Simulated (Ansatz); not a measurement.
A calculation with Ansatz (development build ahead of 0.2.0).

```yaml
crystal:
  periodic: [false, false, false]
  atoms:
    - { symbol: H, position_ang: [0.85, 0.0, 0.0] }
    - { symbol: H, position_ang: [0.0, 0.85, 0.0] }
    - { symbol: H, position_ang: [-0.85, 0.0, 0.0] }
    - { symbol: H, position_ang: [0.0, -0.85, 0.0] }
basis:
  gaussian: { orbitals: pcseg-2 }
magnetization:
  spin_polarized: true
hamiltonian:
  xc: pbe
```

The input is written out in the form of the current development build from the run's settings.

The run gave:

```
Converged                       : yes
Total energy                    : -2.12553 hartree
Spin squared of the determinant : 1.029
Stability test                  : minimum
```

Caution: the unrestricted determinant is a mixture of spin states.
